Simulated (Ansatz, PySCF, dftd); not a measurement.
Species: CH2N, charge 0, doublet. CH2N (SMILES [CH]=N, doublet).
B3LYP-D3(BJ)/def2-TZVP minimum from Ansatz (a program for electronic structure):
```
C
N 1 1.2170
H 2 1.0264 1 122.80
H 1 1.0983 2 134.02 3 0.00
```
Charge 0, spin multiplicity 2.

Property: enthalpy of formation at 298 K (by atomisation, with ideal-gas terms from PySCF's Hessian at B3LYP-D3(BJ)/def2-TZVP and the atoms' measured values of the G2/97 table; no spin-orbit terms), in kcal/mol. Open shells are spin-unrestricted; no spin-orbit coupling. Cores are frozen in correlated methods. Rows without X2C or -DK are non-relativistic. CBS(X,Y): correlation extrapolated as X^-3, Hartree-Fock from the larger set (Q,5: extrapolated as (X+1)exp(-9√X)). A bracket is a step between two methods taken in the basis named. Functionals run without relativity, which enters their misses. Double hybrids freeze cores in their MP2 part. 'core' is core correlation in cc-pwCVTZ, 'X2C' scalar relativity in cc-pVTZ-DK, both at CCSD(T). Where a partner has so few electrons that a lower coupled-cluster level is exact, that level stands in. The UHF reference of CH2N ([CH]=N, doublet) is spin-contaminated (<S^2> up to 0.08 over the pure value in the sets run).

| level | program | enthalpy of formation at 298 K (kcal/mol) | difference against the last row |
|---|---|---|---|
| HF/cc-pVDZ | Ansatz | 195.1 | 125.5 |
| HF/cc-pVQZ | Ansatz | 186.4 | 116.8 |
| B3LYP-D4/def2-TZVPD | Ansatz + dftd4 | 63.4 | -6.2 |
| PBE0-D3(BJ)/def2-TZVPD | Ansatz + dftd3 | 65.3 | -4.3 |
| r2SCANh-D4/def2-TZVPD | Ansatz + dftd4 | 71.8 | 2.2 |
| CAM-B3LYP-D4/def2-TZVPD | Ansatz + dftd4 | 64.2 | -5.4 |
| B2GP-PLYP-D3(BJ)/def2-TZVPD | Ansatz + dftd3 | 73.2 | 3.6 |
| MP2/cc-pV5Z | Ansatz | 70.8 | 1.2 |
| MP2/CBS(cc-pVTZ,cc-pVQZ) | Ansatz | 68.9 | -0.7 |
| CCSD(T)/cc-pV5Z | Ansatz | 73.4 | 3.8 |
| CCSD(T)/CBS(cc-pVTZ,cc-pVQZ) | Ansatz | 71.4 | 1.8 |
| CCSDT(Q)/cc-pVDZ | Ansatz | 104.3 | 34.7 |
| CCSDT(Q)/cc-pVTZ | Ansatz | 82.4 | 12.8 |
| CCSDTQ/cc-pVDZ | Ansatz | 104.4 | 34.8 |
| CCSD(T)/CBS(cc-pVQZ,cc-pV5Z) + [CCSDTQ - CCSD(T)]/cc-pVDZ + core + X2C | Ansatz | 69.3 | -0.3 |
| CCSD(T)/CBS(cc-pVQZ,cc-pV5Z) + [CCSDT(Q) - CCSD(T)]/cc-pVTZ + [CCSDTQ - CCSDT(Q)]/cc-pVDZ + core + X2C | Ansatz | 69.6 | 0.0 |
